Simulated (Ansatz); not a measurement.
A CCSD(T) single point on `[CH3][Ga-]([CH3])([F])[SeH2+]`.

```yaml
crystal:
  periodic: [false, false, false]
  atoms:
    - {symbol: C, position_ang: [-2.007535, 0.391895, 0.152257]}
    - {symbol: Ga, position_ang: [-0.205206, -0.178043, -0.384672]}
    - {symbol: C, position_ang: [0.860865, -1.744695, 0.136606]}
    - {symbol: F, position_ang: [0.279415, 0.492456, -1.981511]}
    - {symbol: Se, position_ang: [1.296431, 1.889232, 0.794219]}
    - {symbol: H, position_ang: [-2.136384, 0.352693, 1.235892]}
    - {symbol: H, position_ang: [-2.209893, 1.407900, -0.191061]}
    - {symbol: H, position_ang: [-2.755094, -0.266749, -0.297447]}
    - {symbol: H, position_ang: [1.869354, -1.676006, -0.274737]}
    - {symbol: H, position_ang: [0.401796, -2.657012, -0.252820]}
    - {symbol: H, position_ang: [0.926697, -1.843862, 1.222282]}
    - {symbol: H, position_ang: [2.560317, 1.270770, 0.375449]}
    - {symbol: H, position_ang: [1.139638, 2.526720, -0.519657]}
basis:
  gaussian: {orbitals: def2-SVP}
correlation: {method: ccsd_t}
```

```sh
$ ansatz run in.yaml --threads 4 --pin off --events-out ev --progress --plain --max-ram 11315MiB
```

Output of Ansatz, abridged:

```
Functional definition: HF
1463 factors; integrals over basis functions are off by at most 1.4e-3 eV
mean field evaluation 1: about -122509.4785 eV, gradient 4.2e1 eV
mean field evaluation 2: about -122509.5183 eV, gradient 4.2e1 eV
mean field evaluation 4: about -122513.6865 eV, gradient 3.9e0 eV
mean field evaluation 8: about -122513.7455 eV, gradient 2.7e-4 eV
mean field -122513.74550137 eV, -4502.2971043759 hartree, gradient 7.8e-7 eV, S^2 0.000000; 0 other end points of the search recorded, 0 dependent functions left out
21 core orbitals not correlated: weight in the atoms' cores, before any rotation towards them, 1.000 or more for the frozen orbitals, at most 0.000 for the correlated occupied ones
reference -122513.74550137 eV, -4502.2971043759 hartree; 26, 26 occupied and 99, 99 virtual orbitals, 1463 factors
second order -25.86688998 eV of doubles, -0.00000000 eV of singles
cycle   1  -26.00250880 eV  change   -1.4e-1 eV  update   1.2e-1
cycle   2  -26.70683101 eV  change   -7.0e-1 eV  update   3.6e-2
cycle   3  -26.85077967 eV  change   -1.4e-1 eV  update   1.8e-2
cycle   4  -26.84293088 eV  change    7.8e-3 eV  update   3.8e-3
cycle   5  -26.84271495 eV  change    2.2e-4 eV  update   1.7e-3
cycle   6  -26.84281893 eV  change   -1.0e-4 eV  update   4.5e-4
cycle   7  -26.84262606 eV  change    1.9e-4 eV  update   1.8e-4
cycle   8  -26.84261555 eV  change    1.1e-5 eV  update   5.3e-5
perturbative correction -0.69665130 eV, -0.0256014629 hartree
Total energy: -122541.28476821 eV, -4503.3091537658 hartree
```

Hardware: 4 threads of an Arm Neoverse V1 on a shared host. Wall time 47 s, peak host memory 1.2 GiB.

The correlation energy is -27.539 eV, 2.5 % of it from (T); the T1 diagnostic reads 0.0103.
